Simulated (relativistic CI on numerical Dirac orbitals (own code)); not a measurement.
## Co⁺ in a cubic cluster: 2p photoemission with charge transfer

Computed with a charge-transfer multiplet model of a cubic metal-ligand cluster with up to 2 ligand holes, Slater and spin-orbit integrals from Dirac-Coulomb-Breit ions, Slater integrals scaled by 0.8. The ground state mixes d8 with configurations of k ligand holes L, whose averages lie at kΔ + k(k − 1)U_dd/2; a core hole lowers each added d electron by U_cd. 300 K, Lorentzian 0.6 eV and Gaussian 0.8 eV FWHM.

Atomic integrals in eV (Slater integrals scaled, ζ unscaled), ground: F2dd 8.285, F4dd 5.103, zeta_d 0.056; with the core hole: F2dd 9.869, F4dd 6.132, zeta_d 0.084, zeta_core 9.670, F2cd 5.831, G1cd 4.368, G3cd 2.482.

Cluster parameters (eV): Δ = 4.4, U_dd = 7.3, U_cd = 9.4, 10Dq(ligand) = 1.3, V(eg) = 1.5, V(t2g) = -0.7, final-state hopping factor = 0.9.

| Case | n_d | d8 | d9L | d10L2 | S |
| --- | --- | --- | --- | --- | --- |
| 10Dq = 0.4 eV | 8.13 | 0.87 | 0.13 | 0.00 | 1.00 |
| 10Dq = 0.7 eV | 8.13 | 0.87 | 0.12 | 0.00 | 1.00 |
| 10Dq = 1 eV | 8.12 | 0.88 | 0.12 | 0.00 | 1.00 |
| 10Dq = 1.3 eV | 8.12 | 0.89 | 0.11 | 0.00 | 1.00 |
| 10Dq = 1.6 eV | 8.11 | 0.89 | 0.11 | 0.00 | 1.00 |

Weights, n_d and S are thermal averages at 300 K. Binding energies count from the first peak over 30 % of the highest in each spectrum, which can be another peak from case to case. The parameters are a model scan and need not match a compound or its usual spin state. Peaks in eV (height, largest 100):
- 10Dq = 0.4 eV: 0.0 (100), 4.6 (90), 7.2 (70), 9.4 (30), 14.8 (45), 19.2 (38), 22.1 (61)
- 10Dq = 0.7 eV: 0.0 (100), 2.5 (15), 4.7 (94), 6.9 (65), 9.3 (26), 14.9 (46), 19.4 (40), 21.9 (55)
- 10Dq = 1 eV: 0.0 (100), 4.7 (99), 6.6 (62), 14.8 (46), 19.4 (42), 21.7 (49)
- 10Dq = 1.3 eV: 0.0 (96), 4.8 (100), 6.6 (56), 14.9 (45), 19.5 (44), 21.6 (42)
- 10Dq = 1.6 eV: 0.0 (93), 4.7 (100), 6.4 (49), 14.8 (43), 19.5 (46), 21.3 (38)

For the case 10Dq = 0.7 eV, Δ = 4.4 eV is smaller than U_dd = 7.3 eV, the charge-transfer side of the Zaanen-Sawatzky-Allen scheme. With the core hole the average of the configuration with one ligand hole lies at Δ − U_cd = -5.0 eV before mixing: it lies below the unscreened one, so the lowest final states are mostly screened and the unscreened weight appears at higher binding energy as a satellite.
